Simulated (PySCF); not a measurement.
## Correlation energy of Ge (germanium, neutral)

[Ar] 3d10 4s2 4p2, high-spin 3P determinant. Calculation: PySCF 2.14, in x2c-TZVPPall with one added diffuse shell each of s, p, d type (7s6p5d1f, 57 functions); the spin-free X2C one-electron Hamiltonian (Gaussian nucleus). Frozen: [Ne]; 22 electrons correlated.

```json
{"level": "CCSD", "correlation energy (mhartree)": "-315.16"}
{"level": "(T)", "correlation energy (mhartree)": "-8.51"}
{"level": "CCSD(T)", "correlation energy (mhartree)": "-323.67"}
```

Diagnostics: T1 = 0.0082, D1 = 0.0296, largest double amplitude 0.062.

Is a single reference adequate?

Yes, within this model without spin-orbit coupling: T1 lies below 0.03 and no double amplitude reaches 0.07.

This basis was not built for core-valence correlation, so the inner-shell part is incomplete.
